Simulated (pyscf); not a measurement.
## Four-centre exchange: `[OH][Zn][OH]` + `[SeH2]` -> `[OH][SeH]` + `[OH][ZnH]`

Gas phase, singlet surface, charge 0. Bonds broken: O1–Zn2, Se6–H7. Bonds formed: O1–Se6, Zn2–H7. PySCF, gas phase, ωB97X-D3(BJ)/def2-SVP geometries.

Transition state (Å):

```xyz
8

O     -1.7443     0.9773    -0.0516
Zn    -0.5172    -0.6131    -0.1409
O     -0.9923    -2.2599     0.3775
H     -2.6843     0.8976    -0.2835
H     -0.3189    -2.9393     0.2742
Se    -0.8416     2.0170    -1.5330
H      0.3783     0.5608    -0.8338
H      0.2120     1.5780    -2.4800
```

One imaginary mode, 766i cm⁻¹; descent along it reached the two sides named, in the forms told below.

```tsv
bond	change	reactant side (Å)	saddle	product side
O1–Zn2	breaks	1.814	2.011	2.201
Se6–H7	breaks	1.483	2.024	4.3
O1–Se6	forms	3.1	2.022	1.816
Zn2–H7	forms	2.579	1.631	1.532
```

Electronic energies relative to the separated reactants (eV):

```tsv
level	barrier	reaction energy	reverse barrier
ωB97X-D3(BJ)/def2-TZVP	2.38	+1.44	0.95
PBE/def2-TZVP	2.13	+1.35	0.77
r²SCAN/def2-TZVP	2.26	+1.46	0.79
B3LYP-D3(BJ)/def2-TZVP	2.30	+1.39	0.91
PBE0-D3(BJ)/def2-TZVP	2.30	+1.43	0.87
M06-2X/def2-TZVP	2.38	+1.52	0.86
ωB97M-D3(BJ)/def2-TZVP	2.45	+1.41	1.04
HF/def2-TZVP	3.22	+1.56	1.66
```

With ωB97M-D3(BJ)/def2-TZVP energies and thermal terms (ideal gas, 1 atm, RRHO with modes under 100 cm⁻¹ raised to 100, one conformer, R ln 2 for chiral ones without a mode under 150 cm⁻¹), in eV:

```tsv
T (K)	ΔH‡	ΔG‡	ΔH	ΔG
298	2.45	2.92	+1.40	+1.37
600	2.46	3.39	+1.39	+1.36
900	2.49	3.85	+1.39	+1.34
1200	2.52	4.30	+1.39	+1.32
```

On the reactant side the descent ends in an adduct with a Se–Zn contact (not fully relaxed), 0.44 eV under the separated species and 2.82 eV under the saddle at ωB97X-D3(BJ)/def2-TZVP. On the product side the descent ends in an adduct with a O–Zn contact, 0.55 eV under the separated species and 1.50 eV under the saddle at ωB97X-D3(BJ)/def2-TZVP. What is counted as broken (O–Zn) persists as a longer contact in the product adduct; parting that adduct is a step of its own. One saddle was located; it need not be the lowest between these sides. Elements up to Kr have no core potential and no relativistic terms here.
